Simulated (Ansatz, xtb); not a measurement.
## Two structures of BClGeH3In

Structure I is a singlet given by its coordinates and structure II is a singlet given by its coordinates. Both are isolated molecules in the gas phase, relaxed with B3LYP-D3(BJ)/def2-SVP.

I (Å):

```xyz
7

B    -0.4272   -0.3112    0.5734
Cl    0.2527   -1.7304   -2.5490
Ge   -1.3093   -0.4288   -1.2311
In   -0.8581    0.2863   -4.1065
H    -1.1066    0.3168    1.3538
H     0.4449   -1.0633    0.9248
H     0.0232    0.5396   -0.3510
```

Close contacts (Å): B1–Ge3 2.01, Cl2–Ge3 2.42, Cl2–In4 2.78, Ge3–In4 3.00, B1–H5 1.21, B1–H6 1.20, B1–H7 1.33, Ge3–H7 1.87.

II (Å):

```xyz
7

B    -1.2286    0.9194   -1.8572
Cl   -2.4846   -0.3491    0.8623
Ge   -2.5048   -0.7108   -1.3546
In    0.2590    2.8720   -2.1273
H    -0.1885    0.6928   -1.2218
H    -1.0288    0.9979   -3.0769
H    -1.8234    1.9118   -1.4116
```

Close contacts (Å): B1–Ge3 2.13, B1–In4 2.47, Cl2–Ge3 2.25, B1–H5 1.24, B1–H6 1.24, B1–H7 1.24, In4–H5 2.40, In4–H6 2.46, In4–H7 2.40.

**Question.** Which of the two would you expect CCSD(T)/def2-SVP + ΔMP2/def2-TZVPP electronic energies to favour?

**Answer.** Too close to call at this level: CCSD(T)/def2-SVP + ΔMP2/def2-TZVPP gives E(II) − E(I) = +0.63 kcal/mol.

The same difference at several levels:

| level | geometry | E(II) − E(I) (kcal/mol) | departure from the last row (kcal/mol) | job, with rough time for the two |
| --- | --- | --- | --- | --- |
| B3LYP-D3(BJ)/def2-SVP | B3LYP-D3(BJ)/def2-SVP | +2.47 | +1.83 | optimisation, 57 s |
| HF/def2-SVP | B3LYP-D3(BJ)/def2-SVP | +0.72 | +0.09 | part of the CCSD(T) run |
| MP2/def2-SVP | B3LYP-D3(BJ)/def2-SVP | +2.56 | +1.93 | part of the CCSD(T) run |
| CCSD(T)/def2-SVP | B3LYP-D3(BJ)/def2-SVP | +1.96 | +1.33 | single point |
| CCSD(T)/def2-SVP + ΔMP2/def2-TZVPP | B3LYP-D3(BJ)/def2-SVP | +0.63 |  | single point, 44 s |

The largest departure from CCSD(T)/def2-SVP + ΔMP2/def2-TZVPP is that of MP2/def2-SVP, 1.93 kcal/mol. Levels run at GFN2-xTB geometries aren't shown. The last row adds to CCSD(T) the change of the MP2 difference between the two basis sets, here −1.33 kcal/mol.

With harmonic frequencies from B3LYP-D3(BJ)/def2-SVP (ideal gas, rigid rotor, one conformer each, 298.15 K, 1 atm): on the last row, ΔE + ΔZPE = +0.68 kcal/mol. A mode under 50 cm⁻¹ makes harmonic enthalpies and free energies unreliable, so none is given.

The correlated steps freeze 19 core orbitals; the filled d shell of Ge and In is correlated, in a basis made for valence electrons. Atoms past krypton carry core potentials in the def2 sets and no spin–orbit term is included. Programs: Ansatz 0.2.0; the last row on 2 threads of Arm Neoverse V1 on a shared host.
